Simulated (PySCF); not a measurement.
CH6CdSi, SMILES [CH3][Cd][SiH3]. Heavy atoms are numbered as in [Cd:1]([CH3:2])[SiH3:6]. Hydrogens are named by the atom that carries them.

Geometry: PBE0-D3(BJ)/def2-SVP. The structure was generated by enumeration; whether it is a known compound was not checked. The def2 effective core potentials stand for the cores of Cd; spin–orbit coupling is left out.

These are ωB97X/def2-TZVPD (PySCF) values and carry that method's errors.

Mulliken values depend strongly on the basis, most of all with diffuse functions as here. ESP charges are fitted to the potential on shells at 1.4 to 2.0 van der Waals radii. Atomic charges (e), one atom of each kind:

| atom | Mulliken | ESP fit |
|---|---|---|
| Cd1 | 0.57 | 0.58 |
| C2 (CH3) | -0.89 | -0.76 |
| H on C2 | 0.18 | 0.15 |
| Si6 (SiH3) | 0.10 | -0.31 |
| H on Si6 | -0.11 | 0.01 |
